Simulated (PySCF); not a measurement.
Potential energy of SiSb along the bond

Set-up: Si def2-TZVPPD, Sb def2-TZVPPD with ECP28; scalar-relativistic core potentials (PySCF 2.14). Energies in eV from Si + Sb in their ground configurations at the same level. State: ²Π (doublet), unpaired electrons π ↑.

All columns are PBE0. A positive dipole means Si(−)Sb(+).

| R (Å) | E (eV) | μ (D) | Mulliken charge on Si (basis-dependent) | HOMO (eV) | LUMO (eV) | Mayer bond order | ⟨S²⟩ |
| --- | --- | --- | --- | --- | --- | --- | --- |
| 2.043 | -1.526 | 0.65 | -0.26 | -6.26 | -4.90 | 2.13 | 0.75 |
| 2.138 | -2.247 | 0.50 | -0.21 | -6.34 | -4.71 | 2.14 | 0.75 |
| 2.233 | -2.644 | 0.34 | -0.17 | -6.39 | -4.54 | 2.15 | 0.75 |
| 2.305 | -2.785 | 0.21 | -0.14 | -6.28 | -4.42 | 2.17 | 0.76 |
| 2.376 | -2.825 | 0.07 | -0.11 | -6.15 | -4.32 | 2.18 | 0.76 |
| 2.447 | -2.786 | -0.06 | -0.08 | -6.03 | -4.22 | 2.18 | 0.76 |
| 2.542 | -2.648 | -0.22 | -0.05 | -5.90 | -4.10 | 2.14 | 0.82 |
| 2.661 | -2.402 | -0.32 | -0.03 | -5.81 | -3.98 | 1.92 | 1.04 |
| 2.804 | -2.075 | -0.43 | -0.01 | -5.78 | -3.86 | 1.64 | 1.28 |
| 2.994 | -1.644 | -0.61 | 0.01 | -5.77 | -3.75 | 1.34 | 1.51 |

A fit through these points gives, at Re = 2.373 Å, μ = 0.08 D and dμ/dR = -1.91 D/Å; the reduced mass is 22.72 u.

Q: How strong is the fundamental in the double-harmonic approximation, I = 42.26·(dμ/dR)²/μred km/mol?

A: I = 42.26·(-1.91)²/22.72 = 6.79 km/mol at PBE0.

⟨S²⟩ of the unrestricted solution departs from its pure value on part of the curve, where spin states mix. Spin–orbit coupling is left out, which matters for elements this heavy, above all for dissociation energies. The state is the lowest determinant that a PBE0 search found; another state may lie lower at other levels.
